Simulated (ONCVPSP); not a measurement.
# Which change was made? (Mg, ONCV)

* Element: magnesium (Mg)
* Generator: ONCVPSP 4.0.1
* Type: optimised norm-conserving Vanderbilt (ONCV)
* Functional: LDA (Perdew-Wang 92)
* Relativity: scalar-relativistic
* Frozen core: [He]
* Valence charge: 10
* Reference configuration: 2s2 2p6 3s2
* Partial waves: 2s+3s: rc 1.00 bohr, ncon 4, nbas 9, qcut 13.4 1/bohr, 2 projectors; 2p: rc 1.05 bohr, ncon 4, nbas 7, qcut 13.6 1/bohr, 1 projector
* Local potential: polynomial inside 0.65 bohr (lpopt 3, dvloc0 0 Ha)
* Core correction: none

Cutoffs, loose and tight: the cutoffs (Ha) at which the residual kinetic energy of the hardest occupied pseudo-wave falls to 1 and 0.1 mHa per electron. They do not see the model core or the augmentation charge, which bear on the density cutoff. Test errors are all-electron minus pseudo excitation energies from the reference, over the configurations 2s2 2p6 3s1; 2s2 2p6 3s0; 2s2 2p6 3s1.5; 2s2 2p6 3s0 3p2; variants that change the core or the reference have their own tests.

The base gives: outcome: generated; cutoff, loose: 70 Ha; cutoff, tight: 80 Ha; bound ghosts: none; GHOST(+) flags above zero: none; largest test error (meV): -45.

Problem. After one change the result is: outcome: generated; cutoff, loose: 55 Ha; cutoff, tight: 64 Ha; bound ghosts: none; GHOST(+) flags above zero: none; largest test error (meV): -102. Which change was it?
A. p: rc 1.16
B. p: rc 0.9
C. p: rc 0.8
D. p: rc 1.34

Solution. D. The others give: p: rc 1.16 → outcome: generated; cutoff, loose: 64 Ha; cutoff, tight: 74 Ha; bound ghosts: none; GHOST(+) flags above zero: none; largest test error (meV): -63 | p: rc 0.9 → outcome: generated; cutoff, loose: 80 Ha; cutoff, tight: 93 Ha; bound ghosts: none; GHOST(+) flags above zero: none; largest test error (meV): -27 | p: rc 0.8 → outcome: generated; cutoff, loose: 90 Ha; cutoff, tight: 213 Ha; bound ghosts: none; GHOST(+) flags above zero: none; largest test error (meV): -18.
